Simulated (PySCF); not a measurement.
# Broadened absorption spectrum of C5H8Cl2Si

Species: C5H8Cl2Si.
Geometry (GFN2-xTB, Å), atoms numbered from 1 in this order:
```
atom  x, y, z in Å
C1     2.606    0.479    0.166
Si2    1.343   -0.865   -0.274
Cl3    1.476   -2.399    1.049
C4    -0.399   -0.192   -0.141
C5    -0.986    0.993   -0.359
Cl6   -0.415    2.511   -0.879
C7    -2.373    0.563    0.005
C8    -1.723   -0.817    0.270
H9     2.450    0.855    1.174
H10    3.624    0.101    0.108
H11    2.526    1.320   -0.514
H12    1.584   -1.419   -1.610
H13   -2.799    1.055    0.876
H14   -3.093    0.588   -0.811
H15   -2.068   -1.618   -0.380
H16   -1.761   -1.147    1.306
```

Computed with TDDFT CAM-B3LYP/def2-SVPD, vertical, gas phase, core orbitals frozen in the response (PySCF 2.14.0, density-fitted response routines).

Each state is given a Gaussian of 0.4 eV full width at half maximum, with ε(max) = 2.175×10⁸ f / Δν̃ (Δν̃ the width in cm⁻¹). The width is an assumption, not a result. The curve ends short of the highest state used, and states not computed would add to its high-energy end.

| E (eV) | ε (L mol⁻¹ cm⁻¹) |
| --- | --- |
| 5.50 | 46 |
| 5.56 | 148 |
| 5.62 | 423 |
| 5.68 | 1070 |
| 5.74 | 2386 |
| 5.80 | 4698 |
| 5.86 | 8165 |
| 5.92 | 12526 |
| 5.98 | 16963 |
| 6.04 | 20278 |
| 6.10 | 21401 |
| 6.16 | 19942 |
| 6.22 | 16414 |
| 6.28 | 11946 |
| 6.34 | 7706 |
| 6.40 | 4433 |
| 6.46 | 2314 |
| 6.52 | 1148 |
| 6.58 | 612 |
| 6.64 | 426 |
| 6.70 | 415 |
| 6.76 | 481 |
| 6.83 | 586 |
| 6.89 | 661 |
| 6.95 | 698 |
| 7.01 | 689 |
| 7.07 | 645 |
| 7.13 | 591 |
| 7.19 | 559 |
| 7.25 | 584 |

Problem. Where are the band maxima, and which computed states make them?

Solution. 203 nm (6.10 eV), ε about 21000, made up of S1 (100%); 178 nm (6.97 eV), ε about 700, made up of S3 (25%), S4 (55%) and S5 (15%) (ε in L mol⁻¹ cm⁻¹; maxima over ε = 5, shares over 10%). At its high-energy end, 7.25 eV, the curve is still rising (ε about 580, from S4, S5, S6 and S7). The states used: S1 6.10 eV (f 0.317); S2 6.51 eV (f 0.0021); S3 6.83 eV (f 0.0037); S4 6.98 eV (f 0.0058); S5 7.09 eV (f 0.0020); S6 7.32 eV (f 0.0034); S7 7.63 eV (f 0.032); S8 7.85 eV (f 0.0060).

Problem. What would ε be at 6.10 eV, the highest of these maxima, with half the width (0.2 eV)?

Solution. About 42700 L mol⁻¹ cm⁻¹ against 21400, a factor of about 2.00; a lone state at its own centre would give exactly 2.

Problem. On this curve, what absorbance would a 10⁻⁴ mol/L sample give at 193 nm over a 1 cm path?

Solution. 193 nm is 6.424 eV, where ε is about 3500 L mol⁻¹ cm⁻¹, so A = ε c l ≈ 0.35 (Beer–Lambert, with the gas-phase spectrum and the assumed width).

Problem. Coming from long wavelengths, where does ε first pass 100 L mol⁻¹ cm⁻¹?

Solution. At about 224 nm (5.54 eV), 0.56 eV below S1.

One conformer stands for the species.
